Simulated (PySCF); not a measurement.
A structure optimised at ωB97X-D3(BJ)/def2-TZVP, used in a PySCF frequency run:

```
C
O 1 1.1137
Cu 1 1.9257 2 180.00
```
Charge +1, spin multiplicity 1.

Task: Write its SMILES, formula and point group.

Result: O=[C+][Cu], CCuO, C∞v

Task: What are its rotational constants (standard atomic weights)?

Result: 3.7133 GHz (linear rotor, B only)
